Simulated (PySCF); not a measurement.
XPS shifts beside NMR shieldings

Species: C₄H₈BF₂NO.
Numbering: `[CH3:1][C:2](=[O:3])[NH:4][CH2:5][CH2:6][B:7]([F:8])[F:9]`

Binding energies: PySCF 2.14.0, delta-SCF UKS SCAN, pcX-2 on the ionised atom, pcseg-1 elsewhere, spin-free X2C. Shieldings: GIAO KT2/pcSseg-1, non-relativistic, same geometry.

```json
{"atom": "C1", "isotropic shielding (ppm)": "161.1"}
{"atom": "C2", "isotropic shielding (ppm)": "26.5"}
{"atom": "C5", "isotropic shielding (ppm)": "147.6"}
{"atom": "C6", "isotropic shielding (ppm)": "166.0"}
```

**Question.** What are the C 1s binding energies of these atoms?

**Answer.** 
```
atom                       environment  C 1s (eV)  isotropic shielding (ppm)
  C6         sp3 carbon bound to boron     290.83                      166.0
  C1  methyl carbon next to a carbonyl     291.14                      161.1
  C5      sp3 carbon bound to nitrogen     291.98                      147.6
  C2             amide carbonyl carbon     293.62                       26.5
```

**Question.** Among the listed atoms, is the one with the highest binding energy also the least shielded?

**Answer.** Yes: C2 has both (293.62 eV, 26.5 ppm).

By binding energy: C6 < C1 < C5 < C2. By shielding: C2 < C5 < C1 < C6.

One conformer (not necessarily the lowest) at the PBE0-D3(BJ)/def2-SVP geometry, without solvent, vibrations or thermal averaging.

The values belong to the conformer `[CH3:1][C:2](=[O:3])[NH:4][CH2:5][CH2:6][B:7]([F:8])[F:9]`: C1–C2–N4–C5 -176°, C2–N4–C5–C6 91°, N4–C5–C6–B7 -179°, C5–C6–B7–F8 2°.
